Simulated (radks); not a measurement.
Hg61+, configuration [Ar] 3d1.

All-electron calculation, Dirac Kohn-Sham, PBE, spin-unpolarised, spherical densities, finite nucleus; open shells fill j = l - 1/2 first; Fermi nuclear charge, rms radius 5.4648 fm. Program: a radial shooting solver on a logarithmic mesh with Libxc functionals.

Energy parts (Ry):
total: -31402.6513
kinetic: 37234.0900
electron-nucleus: -71773.0862
Hartree: 3545.8376
exchange-correlation: -409.4927

Orbitals (lengths in bohr, moments of r in powers of bohr; r(90%) holds 90 % of the orbital's charge):
orbital,occ.,eigenvalue (Ry),<r^2>,<r^4>,r(90%),<1/r>,small-component weight
1s1/2,2,-6441.731,0.0003809,3.995e-07,0.0304,97.51,9.25e-02
2s1/2,2,-1413.153,0.005646,0.00005560,0.108,24.21,2.16e-02
2p1/2,2,-1372.743,0.003982,0.00003281,0.0941,24.13,2.16e-02
2p3/2,4,-1227.503,0.005120,0.00005087,0.105,19.56,1.92e-02
3s1/2,2,-547.9705,0.03293,0.001604,0.248,9.504,8.18e-03
3p1/2,2,-532.2758,0.02949,0.001343,0.238,9.420,8.11e-03
3p3/2,4,-494.9071,0.03432,0.001792,0.256,8.194,7.47e-03
3d3/2,1,-472.9882,0.02519,0.001062,0.226,8.061,7.27e-03
3d5/2,0,-464.4497,0.02646,0.001158,0.231,7.783,7.10e-03

The highest occupied level is 3d3/2 at -6435.3 eV. The electron density at the nucleus is 2.317e+06 e/bohr^3. Summed over all electrons, <r^2> = 0.3278 bohr^2, which gives a Langevin (diamagnetic) susceptibility term of -0.26 x 10^-6 cm^3/mol. The density falls to 0.001 e/bohr^3 at r = 0.54 bohr.
